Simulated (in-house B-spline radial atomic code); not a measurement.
**Response and correlation of Cu+**

Closed shell [Ar] 3d10. Computed with a B-spline radial code for spherical atoms: Dirac-Hartree-Fock, relativistic RPA (time-dependent Dirac-Hartree-Fock) for the response and second-order many-body perturbation theory for correlation, no-pair Dirac-Coulomb Hamiltonian, finite nucleus, speed of light scaled by 100 (non-relativistic limit).

Command:
```bash
python run_mb.py task.json out
```
Settings (nuclear radius in fm, box in bohr, cutoff in hartree):
```
basis_form          2
Z                   29
core_configuration  [Ar] 3d10
rms_radius          3.8823
mass_number         63
speed_of_light      13703.59991
box_radius          25.846
lmax                7
intervals           66
virtual_cutoff      21025.0
```

Cost of the run: 5.6 s on 1 thread of AMD EPYC 7R43 64-Core Processor, on a shared host.

```tsv
multipole (bohr³, bohr⁵, bohr⁷)	uncoupled	coupled RPA
dipole	4.2598	5.165
quadrupole	13.56	?
octupole	86.692	131.32
```

What is the coupled quadrupole polarisability?

26.558 atomic units, +96 % against the uncoupled value.

Which subshells carry the dipole polarisability?

3d5/2 59.3 %, 3d3/2 39.5 %, 3p3/2 0.7 %.

What does the dipole shielding factor come to?

The dipole shielding factor is 0.966, against the exact N/Z = 28/29 = 0.966 of the non-relativistic theorem.

Dipole polarisability at imaginary frequency:

```csv
u (Eh),α(iu) (bohr³)
0,5.165
0.0566,5.111
0.141,4.86
0.283,4.213
0.424,3.587
0.566,3.079
0.849,2.368
1.13,1.906
1.41,1.579
1.98,1.143
2.83,0.7764
4.24,0.4722
5.66,0.3188
8.49,0.175
14.1,0.07737
28.3,0.0234
```

What dispersion coefficients follow for two such ions (the dispersion part alone)?

C6 = (3/π)∫α(iu)²du = 16.48 hartree·bohr⁶ and C8 = 284.7 hartree·bohr⁸.

Lowest J = 1 odd-parity excitations:

```csv
energy (eV),oscillator strength,leading channel,weight
9.7148,1.09e-11,3d3/2 → p3/2,0.533
10.671,1.16e-10,3d3/2 → p1/2,0.5
10.906,0.383,3d5/2 → p3/2,0.598
16.604,4.16e-10,3d3/2 → p3/2,0.533
16.832,9.72e-08,3d3/2 → p1/2,0.501
16.86,0.0403,3d5/2 → p3/2,0.6
18.608,4.49e-08,3d5/2 → f5/2,0.515
18.624,0.0454,3d5/2 → f7/2,0.569
```

Second-order correlation energy by the highest angular momentum of the excited pair (hartree): s -0.02204, p -0.2013, d -0.7415, f -0.4158, g -0.1406, h -0.05971, i -0.02719, k -0.01383.

What is the second-order correlation energy at the partial-wave limit?

The listed waves sum to -1.6219 hartree; extrapolating the increments as (l + 1/2)⁻⁴ gives -1.6501 hartree, -1.6 eV per electron.
